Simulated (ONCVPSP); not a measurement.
Varying the ONCV potential for C (Z = 6)

Base potential:

```
Element                 : C
Generator               : ONCVPSP 4.0.1
Type                    : optimised norm-conserving Vanderbilt (ONCV)
Functional              : BLYP
Relativity              : scalar-relativistic
Frozen core             : [He]
Valence charge          : 4
Reference configuration : 2s2 2p1.5 (charge +0.5)
Partial waves           : 2s: rc 1.30 bohr, ncon 4, nbas 7, qcut 5.5 1/bohr, 2 projectors, debl 1 Ha; 2p: rc 2.90 bohr, ncon 3, nbas 7, qcut 4.5 1/bohr, 3 projectors, debl 2 Ha; d scattering state at 0.02 Ha: rc 2.75 bohr, ncon 4, nbas 7, qcut 3.8 1/bohr, 2 projectors, debl 1.7 Ha
Local potential         : polynomial inside 1.05 bohr (lpopt 5, dvloc0 4 Ha)
Core correction         : Teter function, fcfact 4.5, rcfact 1.05
```

All-electron outer shells of the reference configuration (BLYP, scalar-relativistic, ld1.x):

```json
{"shell": "1s", "level (eV)": "-280.78", "outermost node (bohr)": "–", "outermost maximum (bohr)": "0.17"}
{"shell": "2s", "level (eV)": "-19.24", "outermost node (bohr)": "0.38", "outermost maximum (bohr)": "1.19"}
{"shell": "2p", "level (eV)": "-10.69", "outermost node (bohr)": "–", "outermost maximum (bohr)": "1.14"}
```

Cutoffs, loose and tight: the cutoffs (Ha) at which the residual kinetic energy of the hardest occupied pseudo-wave falls to 1 and 0.1 mHa per electron. They do not see the model core or the augmentation charge, which bear on the density cutoff. Test errors are all-electron minus pseudo excitation energies from the reference, over the configurations 2s2 2p2; 2s2 2p1; 2s2 2p0; 2s1 2p0. A dash means not determined; rows that change the core or the reference have their own tests.

A true bound ghost makes a file unfit for plane-wave use even where its test errors are small: the radial tests pick states by their node count and pass the ghost by.

| change | outcome | cutoff, loose | cutoff, tight | bound ghosts | GHOST(+) flags above zero | largest test error (meV) |
| --- | --- | --- | --- | --- | --- | --- |
| base | generated | 17 Ha | 62 Ha | none | none | +2242 |
| s: qcut 7.2; p: qcut 5.9; d: qcut 5 | generated | 19 Ha | 24 Ha | none | none | +1478 |
| p: qcut 3.2 | generated | 17 Ha | 62 Ha | none | none | +3537 |
| core correction Teter function, fcfact 2, rcfact 1.7 | generated | 17 Ha | 62 Ha | none | none | +2207 |
| core correction Teter function, fcfact 4.5, rcfact 1.68 | generated | 17 Ha | 62 Ha | none | none | +2122 |
| p: debl 0.45 | generated | 17 Ha | 62 Ha | none | none | +2242 |

Q: What comes out with this change to the base: d: rc 3.94?

A: outcome: generated; cutoff, loose: 17 Ha; cutoff, tight: 62 Ha; bound ghosts: d; GHOST(+) flags above zero: none; largest test error (meV): +2242.
